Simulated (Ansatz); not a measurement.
Total energies of CH3CuO, SMILES `C[O][Cu]`.

```xyz
6

C     0.151    0.418   -0.175
O    -0.225   -0.363    0.913
Cu   -0.726   -2.069    0.695
H    -0.649    0.557   -0.919
H     0.415    1.420    0.197
H     1.034    0.036   -0.712
```

Charge 0, multiplicity 1. Correlated methods include outer-core shells of Cu, which these sets cover unevenly. Scalar relativity is left out up to krypton. All single points use the PBE0-D4/def2-TZVP geometry. Basis def2-TZVPP, the Gaussian-basis code of Ansatz.

RPA on PBE orbitals: Hartree–Fock energy of these orbitals -1753.34318 Eh, correlation -1.71032 Eh (frozen core).

```
functional                         kind  energy without D4 (Eh)  D4 term (kJ/mol)
   r2SCANh        meta-GGA hybrid, 10 %             -1755.56573              -1.9
   LC-ωPBE  long-range corrected hybrid             -1755.39204                 –
```

Problem. Give the same for LDA (SPW92), PBE, revPBE, BLYP, r2SCAN, B97M-V, PBE0, B3LYP, r2SCAN0, HSE06 (plane-wave form), BHLYP, CAM-B3LYP, ωB97X-V, ωB97M-V, B2PLYP, PBE-QIDH. (Estimate.)

Solution. Computed: 
| functional | kind | energy without D4 (Eh) | D4 term (kJ/mol) |
| --- | --- | --- | --- |
| LDA (SPW92) | LDA | -1751.99727 | – |
| PBE | GGA | -1755.29990 | -8.1 |
| revPBE | GGA | -1755.54373 | -27.6 |
| BLYP | GGA | -1755.74752 | -18.4 |
| r2SCAN | meta-GGA | -1755.59580 | -1.8 |
| B97M-V | meta-GGA with VV10 | -1755.30944 | – |
| PBE0 | global hybrid, 25 % exact exchange | -1755.29544 | -6.7 |
| B3LYP | global hybrid, 20 % | -1755.72859 | -13.2 |
| r2SCAN0 | meta-GGA hybrid, 25 % | -1755.52318 | -2.2 |
| HSE06 (plane-wave form) | screened hybrid | -1755.28700 | -6.2 |
| BHLYP | global hybrid, 50 % | -1755.54442 | -9.7 |
| CAM-B3LYP | range-separated hybrid | -1755.73002 | -6.7 |
| ωB97X-V | range-separated hybrid GGA with VV10 | -1755.47106 | – |
| ωB97M-V | range-separated hybrid meta-GGA with VV10 | -1755.53415 | – |
| B2PLYP | double hybrid | -1755.41573 | – |
| PBE-QIDH | double hybrid | -1755.14757 | – |

B3LYP takes the VWN-RPA correlation (the form of Gaussian; ORCA's B3LYP/G). HSE06 is the plane-wave form, built on full-range PBE exchange. The double hybrids freeze the cores in their second-order part.

LC-ωPBE has ω = 0.4 bohr⁻¹.
